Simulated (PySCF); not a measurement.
C5H9BO2.
Numbering: `[CH2:1]=[C:2]([CH3:3])/[CH:4]=[CH:5]/[B:6]([OH:7])[OH:8]` (hydrogens: H9, H10 on C1; H11, H12, H13 on C3; H14 on C4; H15 on C5; H16 on O7; H17 on O8)

A GFN2-xTB structure was refined with PySCF, PBE0-D3(BJ)/def2-SVP geometry optimisation, gas phase. Its GFN2-xTB values:

```
 coordinate  GFN2-xTB
      C1=C2   1.334 Å
      C1–H9   1.077 Å
     C1–H10   1.077 Å
      C2–C3   1.499 Å
      C2–C4   1.455 Å
     C3–H11   1.089 Å
      C4=C5   1.339 Å
     C4–H14   1.086 Å
      C5–B6   1.569 Å
     C5–H15   1.081 Å
      B6–O7   1.364 Å
     O7–H16   0.955 Å
   C1–C2–C3    121.4°
   C1–C2–C4    120.1°
   C2–C4–C5    126.6°
   C3–C2–C4    118.4°
   C4–C5–B6    125.3°
   C5–B6–O7    124.3°
   C5–B6–O8    117.9°
   O7–B6–O8    117.8°
C4–C5–B6–O7        0°
```

Problem. How do these coordinates change at the PBE0-D3(BJ)/def2-SVP level?

Solution. 
```
 coordinate  PBE0-D3(BJ)/def2-SVP (Å or °)  change
      C1–H9                          1.094  +0.017
     C1–H10                          1.093  +0.016
     C5–H15                          1.096  +0.015
     C4–H14                          1.100  +0.014
     C3–H11                          1.102  +0.013
      C1=C2                          1.346  +0.012
      C4=C5                          1.347  +0.008
      C2–C4                          1.463  +0.008
      C5–B6                          1.563  -0.006
     O7–H16                          0.961  +0.006
      B6–O7                          1.367  +0.003
      C2–C3                          1.499   0.000
   C4–C5–B6                          124.2    -1.1
   C1–C2–C4                          119.4    -0.7
   C1–C2–C3                          122.0    +0.6
   C5–B6–O7                          123.9    -0.4
   C2–C4–C5                          126.9    +0.3
   C5–B6–O8                          118.2    +0.3
   C3–C2–C4                          118.6    +0.2
   O7–B6–O8                          117.9    +0.1
C4–C5–B6–O7                              3      +3
```

The energy falls by 4.4 kJ/mol over 6 energy and gradient evaluations, the largest force component goes from 0.0133 to 2.4e-04 Eh/bohr, and the atoms move by 0.051 Å rms after alignment. Among the bonds, C1–H9 and C1–H10 change most and about equally (+0.016 to +0.017 Å). Bonds longer at the end by more than 0.005 Å: 13 of 16; shorter: 1. Rotational constants go from 4738, 911.2, 767.9 to 4694, 909.9, 766.0 MHz.

The run used 157 basis functions and 41 SCF cycles in all. The run took 44 s of wall time on Arm Neoverse V1, one thread, shared host with 32 logical CPUs at a one-minute load of 9.5, and the process peaked at 0.70 GiB of memory.

PBE0-D3(BJ)/def2-SVP frequencies: not computed here. One conformer, not necessarily the lowest.

Shape of the structure used: `[CH2:1]=[C:2]([CH3:3])/[CH:4]=[CH:5]/[B:6]([OH:7])[OH:8]`: C1–C2–C4–C5 -179°, C4–C5–B6–O7 3°, H–O7–B6–C5 1°, H–O8–B6–C5 180°.
